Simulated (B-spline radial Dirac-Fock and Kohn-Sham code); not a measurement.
## Nd⁴⁹⁺: scattering cross sections and density moments

System: neodymium as Nd⁴⁹⁺, [Ne] 3s1.

The run's input, task.json:

```json
{"items": [{
  "Z": 60,
  "q": 49,
  "cfg": [[1, 0, 2], [2, 0, 2], [2, 1, 6], [3, 0, 1]],
  "A": 142,
  "rrms": 4.9123,
  "do": ["scatter"],
  "s": [0.0, 0.05, 0.1, 0.15, 0.2, 0.25, 0.3, 0.35, 0.4, 0.45, 0.5, 0.6, 0.7, 0.8, 0.9, 1.0, 1.1, 1.2, 1.4, 1.6, 1.8, 2.0, 2.5, 3.0, 3.5, 4.0, 5.0, 6.0],
  "pz": [0, 0.1, 0.14, 0.18, 0.25, 0.34, 0.45, 0.61, 0.83, 1.1, 1.5, 2.1, 2.8, 3.8, 5.1, 6.9, 9.3, 13.0, 17.0, 23.0, 31.0],
  "hv_scatter": [1000, 5000, 8047.8, 10000, 20000, 50000, 200000, 500000]
}]}
```

Run with: `python xray_run.py task.json out`

These are calculated numbers from an atomic code on a B-spline grid; the model is relativistic Hartree-Fock (Dirac-Fock) wave functions, averaged over the configuration.

- Sum of ⟨r⟩: 1.001 bohr
- Sum of ⟨r²⟩: 0.1433 bohr²
- Sum of ⟨1/r⟩: 259.32 per bohr
- Langevin diamagnetic susceptibility: -0.114 × 10⁻⁶ cm³/mol
- Lamb shielding (α²/3)Σ⟨1/r⟩: 4603 ppm

Coherent scattering is the Thomson cross section weighted by f₀², without anomalous dispersion; incoherent scattering is Klein-Nishina weighted by S. The Lamb formula is the non-relativistic shielding expression. Electron correlation is left out. A dash stands where the photon energy is too low for the impulse approximation behind that column.

| hν (keV) | coherent (b) | incoherent (b) | incoherent per electron (b) |
| --- | --- | --- | --- |
| 1 | 80.44 | – | – |
| 5 | 79.26 | – | – |
| 8.0478 | 77.39 | – | – |
| 10 | 75.81 | – | – |
| 20 | 64.94 | 0.8516 | 0.0774 |
| 50 | 34.30 | 2.283 | 0.208 |
| 200 | 4.475 | 3.599 | 0.327 |
| 500 | 0.8543 | 2.974 | 0.270 |

Incoherent scattering overtakes coherent scattering between 200 and 500 keV.
